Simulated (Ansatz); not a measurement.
Born–Oppenheimer molecular dynamics of CH5FO2Si (10 atoms, charge 0, multiplicity 1). It starts from a relaxed structure.

These are results of RKS PBE-D4/STO-3G in Ansatz 0.2.0, not measurements.

```yaml
ensemble: NVE (velocity Verlet)
time_step: 1 fs
steps_asked: 250
starting_velocities_drawn_for: 3000 K
seed: 930322
```

Frames 2 fs apart, positions in Å, forces in eV/Å.

Velocities at 80.0 fs (Å/ps):

```
Si -9.76 0.14 -8.55
F 2.32 -6.53 1.05
C 7.19 4.86 -2.12
H 21.34 -5.30 58.88
H -21.19 51.31 -96.95
H 6.64 -0.81 61.48
O 8.83 -8.30 0.96
H 9.05 36.14 -23.42
O -1.38 6.21 14.82
H 8.35 13.12 -6.71
```

```xyz
10
Properties=species:S:1:pos:R:3:forces:R:3 time_fs=80.0 energy_less_start_eV=1.248 T=1794
Si -0.086 0.002 -0.017 0.45 0.75 0.31
F 0.206 0.150 1.670 -1.41 0.36 -1.27
C 1.779 0.010 -0.469 0.27 -0.25 2.20
H 2.442 0.695 0.141 -1.01 -0.64 -0.06
H 2.183 -1.043 -0.310 -0.21 1.25 -1.02
H 1.818 0.443 -1.433 0.81 -0.25 -2.32
O -1.106 1.135 -1.126 1.67 -1.89 0.61
H -0.749 0.730 -2.069 -0.46 0.49 1.46
O -0.659 -1.633 -0.262 0.38 0.49 0.17
H 0.184 -2.089 0.156 -0.49 -0.32 -0.09
10
Properties=species:S:1:pos:R:3:forces:R:3 time_fs=82.0 energy_less_start_eV=1.484 T=1605
Si -0.105 0.003 -0.034 1.67 0.78 0.79
F 0.209 0.138 1.671 -1.53 0.44 -1.63
C 1.794 0.021 -0.468 -1.38 3.20 4.67
H 2.461 0.667 0.251 -1.58 -1.48 -1.24
H 2.145 -0.939 -0.518 1.51 -3.43 -0.09
H 1.848 0.451 -1.377 0.82 1.89 -4.43
O -1.087 1.116 -1.124 0.91 -1.09 0.79
H -0.739 0.810 -2.087 -0.10 0.03 1.21
O -0.662 -1.621 -0.232 -0.13 0.15 -0.19
H 0.192 -2.070 0.142 -0.19 -0.47 0.11
10
Properties=species:S:1:pos:R:3:forces:R:3 time_fs=84.0 energy_less_start_eV=1.212 T=1826
Si -0.122 0.004 -0.050 2.75 0.74 1.13
F 0.210 0.126 1.668 -1.59 0.55 -1.84
C 1.804 0.040 -0.454 -1.27 1.56 -1.88
H 2.423 0.585 0.317 -0.47 -0.77 -0.77
H 2.156 -0.944 -0.729 0.59 -1.13 0.85
H 1.907 0.521 -1.467 0.20 0.52 0.90
O -1.065 1.095 -1.119 -0.32 -0.15 2.28
H -0.732 0.891 -2.062 0.68 -0.58 -0.41
O -0.665 -1.607 -0.203 -0.55 -0.30 -0.45
H 0.193 -2.068 0.131 -0.03 -0.43 0.20
10
Properties=species:S:1:pos:R:3:forces:R:3 time_fs=86.0 energy_less_start_eV=1.830 T=1268
Si -0.135 0.007 -0.064 3.76 0.52 1.55
F 0.206 0.115 1.662 -1.59 0.65 -1.92
C 1.810 0.064 -0.445 -1.51 -2.23 -7.61
H 2.369 0.476 0.357 1.34 0.51 1.04
H 2.191 -0.994 -0.907 -0.72 2.15 2.44
H 1.974 0.613 -1.532 -0.25 -0.29 3.41
O -1.044 1.073 -1.109 -1.11 0.33 2.26
H -0.700 0.952 -2.050 0.92 -0.62 -0.76
O -0.669 -1.595 -0.175 -0.60 -0.91 -0.54
H 0.192 -2.082 0.128 -0.23 -0.11 0.14
10
Properties=species:S:1:pos:R:3:forces:R:3 time_fs=88.0 energy_less_start_eV=1.835 T=1257
Si -0.143 0.011 -0.076 4.73 -0.02 2.16
F 0.200 0.106 1.651 -1.54 0.75 -1.91
C 1.812 0.082 -0.460 -0.66 -2.19 -6.38
H 2.360 0.382 0.430 0.77 0.16 0.13
H 2.201 -0.968 -0.994 -0.99 2.35 2.66
H 2.033 0.696 -1.473 -0.37 -0.23 3.05
O -1.026 1.052 -1.094 -1.17 0.77 -0.08
H -0.635 0.989 -2.061 0.27 -0.39 0.92
O -0.674 -1.585 -0.148 -0.67 -1.35 -0.64
H 0.182 -2.101 0.130 -0.36 0.16 0.10
10
Properties=species:S:1:pos:R:3:forces:R:3 time_fs=90.0 energy_less_start_eV=1.362 T=1690
Si -0.144 0.015 -0.085 5.44 -0.70 2.80
F 0.191 0.098 1.637 -1.45 0.85 -1.81
C 1.811 0.093 -0.494 -0.33 -1.17 0.34
H 2.378 0.293 0.505 -0.79 -0.27 -2.08
H 2.175 -0.858 -0.984 -0.31 0.14 1.15
H 2.079 0.773 -1.303 0.10 1.28 0.20
O -1.010 1.033 -1.079 -1.36 1.33 -1.51
H -0.560 1.011 -2.039 -0.20 -0.26 1.54
O -0.681 -1.578 -0.122 -1.02 -1.33 -0.82
H 0.160 -2.114 0.137 -0.09 0.13 0.19
10
Properties=species:S:1:pos:R:3:forces:R:3 time_fs=92.0 energy_less_start_eV=1.518 T=1570
Si -0.138 0.017 -0.090 5.63 -1.33 3.26
F 0.178 0.092 1.620 -1.30 0.95 -1.57
C 1.808 0.101 -0.527 -2.22 2.44 5.46
H 2.369 0.197 0.505 -1.22 -0.09 -2.09
H 2.141 -0.751 -0.936 1.62 -4.46 -2.23
H 2.129 0.900 -1.123 0.52 1.98 -1.41
O -0.998 1.017 -1.067 -2.03 1.63 -1.01
H -0.490 1.023 -1.964 0.08 -0.06 0.31
O -0.691 -1.574 -0.099 -1.33 -1.03 -1.01
H 0.134 -2.123 0.150 0.26 -0.03 0.29
10
Properties=species:S:1:pos:R:3:forces:R:3 time_fs=94.0 energy_less_start_eV=1.259 T=1783
Si -0.124 0.018 -0.091 5.16 -1.85 3.35
F 0.163 0.088 1.599 -1.08 1.04 -1.08
C 1.800 0.116 -0.545 -0.77 2.32 1.57
H 2.316 0.097 0.432 -0.28 0.17 0.38
H 2.159 -0.789 -0.961 0.65 -1.19 -1.84
H 2.194 1.089 -0.990 -0.64 -1.51 -0.29
O -0.991 1.005 -1.058 -2.73 1.63 -0.15
H -0.416 1.034 -1.877 0.66 0.27 -1.13
O -0.704 -1.572 -0.078 -1.14 -0.93 -1.04
H 0.117 -2.132 0.175 0.17 0.04 0.24
10
Properties=species:S:1:pos:R:3:forces:R:3 time_fs=96.0 energy_less_start_eV=1.667 T=1423
Si -0.103 0.016 -0.087 4.15 -2.16 2.79
F 0.146 0.086 1.576 -0.78 1.13 -0.34
C 1.789 0.137 -0.557 0.66 -0.02 -2.34
H 2.254 0.002 0.374 0.92 -0.01 2.69
H 2.203 -0.875 -1.055 -0.92 3.04 -0.15
H 2.237 1.226 -0.870 -1.26 -3.28 -0.23
O -0.990 0.997 -1.050 -1.78 1.59 -1.23
H -0.321 1.054 -1.827 -0.22 0.44 -0.33
O -0.719 -1.573 -0.060 -0.59 -0.94 -0.96
H 0.106 -2.139 0.208 -0.18 0.23 0.11
10
Properties=species:S:1:pos:R:3:forces:R:3 time_fs=98.0 energy_less_start_eV=1.638 T=1446
Si -0.077 0.011 -0.080 2.70 -2.15 1.49
F 0.127 0.086 1.552 -0.46 1.21 0.67
C 1.780 0.159 -0.576 1.94 -1.75 -0.20
H 2.221 -0.093 0.405 0.19 0.28 0.48
H 2.215 -0.853 -1.157 -1.21 3.76 0.53
H 2.233 1.243 -0.761 -0.98 -2.67 -0.66
O -0.993 0.993 -1.044 -0.24 1.43 -2.06
H -0.235 1.091 -1.790 -1.45 0.40 0.63
O -0.736 -1.576 -0.044 -0.23 -0.69 -0.94
H 0.089 -2.138 0.245 -0.27 0.17 0.07
10
Properties=species:S:1:pos:R:3:forces:R:3 time_fs=100.0 energy_less_start_eV=1.242 T=1809
Si -0.047 0.004 -0.070 0.99 -1.86 -0.31
F 0.107 0.088 1.530 -0.17 1.31 1.88
C 1.776 0.175 -0.595 0.95 -4.15 3.09
H 2.196 -0.175 0.456 -0.33 0.80 -1.90
H 2.182 -0.692 -1.242 -0.56 2.09 0.14
H 2.195 1.165 -0.676 0.37 0.81 -1.07
O -0.997 0.992 -1.043 0.32 0.89 -1.24
H -0.202 1.143 -1.732 -1.40 0.45 0.28
O -0.753 -1.581 -0.030 -0.11 -0.17 -1.03
H 0.062 -2.132 0.286 -0.07 -0.15 0.15
10
Properties=species:S:1:pos:R:3:forces:R:3 time_fs=102.0 energy_less_start_eV=1.345 T=1736
Si -0.015 -0.006 -0.061 -0.82 -1.47 -2.27
F 0.087 0.094 1.511 0.07 1.41 3.08
C 1.776 0.179 -0.604 -1.59 -2.97 5.98
H 2.162 -0.229 0.438 0.17 0.61 -2.31
H 2.131 -0.458 -1.327 1.14 -1.88 -2.61
H 2.170 1.119 -0.631 1.23 3.72 -0.69
O -1.000 0.993 -1.045 -0.27 -0.06 0.57
H -0.218 1.213 -1.666 -0.08 0.77 -0.89
O -0.771 -1.586 -0.018 0.13 0.22 -1.06
H 0.033 -2.131 0.332 0.00 -0.35 0.19
```

Of the whole run (250 fs, mean temperature of the second half 1665 K): The conserved energy stayed within 4.9 meV per atom of its start (net change 3.1 meV per atom), so there is no drift, though single steps change it by up to 45 meV in the whole system, a sign of fast motions only just resolved. The temperature averaged 0.56 of the 3000 K drawn at the start: a run that starts near a minimum puts about half its kinetic energy into the potential. A run of 0.25 ps of so small a system gives no equilibrium averages. Limits of this set-up: minimal basis.

Time of the run: 4 min on 1 thread of Intel(R) Xeon(R) 6975P-C (Granite Rapids) (shared host), peak memory 0.11 GiB.
